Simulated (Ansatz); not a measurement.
`F[SiH](F)[CH2][GeH3]` + H–F → `FC[SiH](F)F` + GeH₄  (substitution at a C–Ge bond)

Computed with Ansatz on PBE0-D4/def2-TZVP structures; ΔE is electronic, products minus reactants. CCSD(T)/CBS adds triple-zeta CCSD(T) − MP2 to the extrapolated MP2 energy (def2 sets, frozen cores). This one scheme is used for every species. For Ge outer-core shells are correlated without core-valence functions, which leaves a few kJ/mol of doubt a bond. Scalar relativity is left out up to krypton. One conformer a species, not always the lowest.

`F[SiH](F)[CH2][GeH3]`:

```xyz
11

F     0.162   -1.384    2.589
Si   -0.248   -1.142    1.071
F    -1.831   -0.985    1.052
C     0.532    0.388    0.424
Ge   -0.053    0.903   -1.383
H     0.096   -2.362    0.314
H     1.617    0.247    0.401
H     0.325    1.223    1.100
H     0.853    2.030   -1.903
H    -1.508    1.388   -1.339
H     0.055   -0.306   -2.327
```

H–F:

```xyz
2

F     0.018    0.436    0.147
H    -0.018   -0.436   -0.147
```

`FC[SiH](F)F`:

Cartesian coordinates in Å:
```
F 0.902 -0.657 -1.584
C 0.141 -0.866 -0.440
Si -0.112 0.767 0.443
F -0.862 0.455 1.808
F -1.056 1.701 -0.422
H 0.666 -1.584 0.200
H -0.814 -1.316 -0.732
H 1.135 1.499 0.727
```

GeH₄:

Cartesian coordinates in Å:
```
Ge 0.000 0.000 0.000
H -0.911 -0.296 -1.198
H -0.038 1.501 0.313
H 1.438 -0.416 -0.336
H -0.489 -0.789 1.221
```

| species | CCSD(T)/CBS(def2) energy (Eh) |
| --- | --- |
| `F[SiH](F)[CH2][GeH3]` | -2606.58552 |
| H–F | -100.39570 |
| `FC[SiH](F)F` | -628.43886 |
| GeH₄ | -2078.49493 |

**Question.** Work out ΔE.

**Answer.** ΔE = (-628.43886) + (-2078.49493) − (-2606.58552) − (-100.39570) = 0.04743 Eh = +1.29 eV.

Largest T1 diagnostic among the species: 0.012.

In def2-TZVPP, CCSD(T) changes the Hartree–Fock value by +0.31 eV (the triples alone add +0.03 eV) and MP2 by +0.46 eV. From PBE to PBE0 (25 % exact exchange), in def2-TZVPP and without D4, ΔE moves by +0.08 eV. The D4 term adds +0.10 eV with B3LYP and +0.06 eV with PBE0; it sums over pairs of atoms, weighted by their polarisabilities, and B3LYP, whose exchange is more repulsive, gets the larger term.

B3LYP here is the variant with VWN-RPA as its local correlation; programs differ in this.
